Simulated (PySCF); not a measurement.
Geometry:
| atom | x (Å) | y (Å) | z (Å) |
| --- | --- | --- | --- |
| Cr1 | 0.093 | -0.001 | 0.076 |
| O2 | 0.079 | -0.037 | 1.601 |
| O3 | 1.540 | 0.008 | -0.402 |
| Cl4 | -0.858 | 1.762 | -0.596 |
| Cl5 | -0.853 | -1.732 | -0.678 |

Geometry: PBE0-D3(BJ)/def2-SVP; GIAO shifts from PySCF, gas phase, non-relativistic, averaged over equivalent atoms.

At B3LYP/pcSseg-1 (pcSseg-2 on Cr) (155 basis functions, 12 s wall time on 1 thread of an x86-64 server CPU, shared host):
```tsv
atoms	δ (ppm)
Cr1	440.2
O2/O3	1514.4
Cl4/Cl5	793.5
```

References, each an isolated molecule treated in the same way: 53Cr (σref -2841.46) against CrO4 2-; 17O (σref 334.04) vs H2O; 35Cl (σref 930.46) against HCl.

What do these become at PBE0/pcSseg-1 (pcSseg-2 on Cr)?

Results:


```csv
atoms,δ at PBE0/pcSseg-1 (pcSseg-2 on Cr),change
Cr1,482.1,+41.9
O2/O3,1557.2,+42.8
Cl4/Cl5,757.7,-35.8
```

Shifts are taken against calculated references (same method and geometry level): CrO4 2- for 53Cr (σref -2892.95); 17O (σref 334.56) vs H2O; HCl for 35Cl (σref 943.27).

The largest change is at O2/O3 (oxygen bonded to Cr). Cost: 155 basis functions, 14 s wall time on 1 thread of an x86-64 server CPU, shared host.

Unscaled 17O shifts of doubly bonded oxygen tend to come out too high, by tens of ppm or more. Experimental scales use liquid or dissolved standards, which lie at an offset from isolated H2O (liquid H2O: subtract about 36 ppm).
